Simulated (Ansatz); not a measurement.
The cluster Si₃Te⁺. Total charge 1; doublet. Geometry PBE-D4/def2-SVP, that of the neutral singlet; atoms count from 1.

```xyz
4

Si    1.1309   -0.0649    1.6593
Si   -0.1741    1.1773    0.2523
Si    0.2553   -1.1823   -0.1329
Te   -1.2122    0.0699   -1.7786
```

In the def2 sets Te takes a core potential; there is no spin–orbit coupling. The structure comes from a short search, and lower isomers may exist.

Question: Estimate the Mulliken populations from the PBE0/def2-TZVP orbitals of Ansatz.

Answer: 
| atom | charge (e) | spin (α − β) |
| --- | --- | --- |
| Si1 | 0.27 | 0.43 |
| Si2 | 0.20 | 0.05 |
| Si3 | 0.20 | 0.05 |
| Te4 | 0.34 | 0.48 |
Mulliken values and Mayer orders depend strongly on the basis.

Question: Where does the spin sit?

Answer: Summed by element: Si 0.52, Te 0.48, of 1 unpaired in all. Largest on single atoms: Te4 0.48, Si1 0.43, Si2 0.05.

Question: And the Mayer bond orders between bonded heavy atoms (over 0.3)?

Answer: Si1–Si2 1.02 (2.29 Å); Si1–Si3 1.02 (2.29 Å); Si2–Si3 0.91 (2.43 Å); Si2–Te4 1.14 (2.54 Å); Si3–Te4 1.14 (2.54 Å). Values over 0.3 also appear between atoms too far apart for a bond (Si1–Te4 0.38 at 4.16 Å); they arise where an orbital or an unpaired electron spreads over both atoms.
